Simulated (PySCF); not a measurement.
**Frontier levels across methods**

C4H4F2Si.
SMILES with atom numbers: `[F:1][C:2]1=[CH:3][SiH2:4][CH:5]=[C:6]1[F:7]` (hydrogens: H8 on C3; H9, H10 on Si4; H11 on C5)

Cartesian coordinates in Å at the PBE0-D3(BJ)/def2-SVP level; atoms count from 1:
```
atom  x, y, z in Å
F1     2.5092   -0.6433   -0.3515
C2     1.2227   -0.4179   -0.1481
C3     0.3227   -1.3006    0.3079
Si4   -1.2947   -0.3635    0.3956
C5    -0.5527    1.2230   -0.2617
C6     0.7452    0.9543   -0.4609
F7     1.6558    1.7972   -0.9148
H8     0.5888   -2.3252    0.5680
H9    -2.3703   -0.9272   -0.4713
H10   -1.8106   -0.2310    1.7902
H11   -0.9829    2.2031   -0.4679
```

Basis pcSseg-1 throughout (PySCF), one geometry. Geometry: PBE0-D3(BJ)/def2-SVP; no solvent, vibrations or thermal averaging.

Problem. How do the orbital energies, the gap and the dipole change with the method?

Solution. 
```csv
method,kind,HOMO (eV),LUMO (eV),gap (eV),μ (D),SCF cycles
BLYP,GGA,-5.86,-2.37,3.49,1.59,15
B97-D,GGA,-5.99,-2.45,3.54,1.67,15
KT3,GGA,-6.03,-2.49,3.54,1.62,15
PBE,GGA,-6.05,-2.53,3.51,1.55,15
mPW1PW91,global hybrid,-7.22,-1.74,5.48,1.92,13
BHandHLYP,global hybrid,-8.13,-0.70,7.43,2.18,13
CAM-B3LYP,range-separated hybrid,-8.46,-0.57,7.89,1.97,12
wB97X-D,range-separated hybrid,-9.03,0.03,9.07,1.97,12
```

The HOMO spans 3.17 eV, from BLYP down to wB97X-D, and the gap runs from 3.49 eV (BLYP) to 9.07 eV (wB97X-D). Over the methods BLYP (0 %), B97-D (0 %), KT3 (0 %), PBE (0 %), mPW1PW91 (25 %), BHandHLYP (50 %), a straight line through the gap against the share of exact exchange rises by 0.78 eV for each 10 % (correlation coefficient 1.000). The dipole ranges from 1.55 D (PBE) to 2.18 D (BHandHLYP). This basis has no diffuse functions.
